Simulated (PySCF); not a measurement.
silylphosphine (H₅PSi), SMILES [SiH3]P.

Coordinates come from a B3LYP-D3(BJ)/def2-TZVP optimisation.

All values below come from TDA-CAM-B3LYP/def2-SVPD in PySCF.

Vertical excitations. The molecule is in vacuum. State labels are in the subgroup Cs.

List the lowest excited states. (An estimate is asked for; the answer gives what the named calculation found.)


| state | symmetry | energy (eV) | λ (nm) | f | main pairs |
|---|---|---|---|---|---|
| S1 | A' | 6.68 | 186 | 0.046 | HOMO→LUMO 52 %, HOMO→LUMO+1 44 % |
| S2 | A" | 6.73 | 184 | 0.016 | HOMO→LUMO+2 87 % |
| S3 | A' | 7.02 | 177 | 0.252 | HOMO→LUMO+1 47 %, HOMO→LUMO 37 % |
| S4 | A" | 7.63 | 162 | 0.009 | HOMO→LUMO+4 86 % |
| S5 | A' | 7.65 | 162 | 0.032 | HOMO→LUMO+3 87 % |
| S6 | A' | 8.23 | 151 | 0.008 | HOMO−1→LUMO 73 %, HOMO→LUMO+5 13 % |
| S7 | A' | 8.38 | 148 | 0.143 | HOMO−1→LUMO+1 63 %, HOMO→LUMO+5 26 % |
| S8 | A" | 8.58 | 144 | 0.043 | HOMO−1→LUMO+2 62 %, HOMO−2→LUMO+1 20 % |
| S9 | A' | 8.67 | 143 | 0.144 | HOMO→LUMO+5 41 %, HOMO−1→LUMO+1 19 %, HOMO−1→LUMO+3 13 %, HOMO−1→LUMO 11 % |
| S10 | A" | 8.80 | 141 | 0.000 | HOMO−2→LUMO+1 38 %, HOMO−1→LUMO+4 35 %, HOMO−1→LUMO+2 16 % |
| T1 | A' | 5.67 | 219 | 0 | HOMO→LUMO 54 %, HOMO→LUMO+1 18 %, HOMO→LUMO+5 15 % |
| T2 | A" | 5.76 | 215 | 0 | HOMO→LUMO+2 91 % |
| T3 | A' | 6.33 | 196 | 0 | HOMO→LUMO+1 75 %, HOMO→LUMO 19 % |
| T4 | A" | 7.21 | 172 | 0 | HOMO→LUMO+4 85 % |
Triplets are in the Tamm–Dancoff approximation.
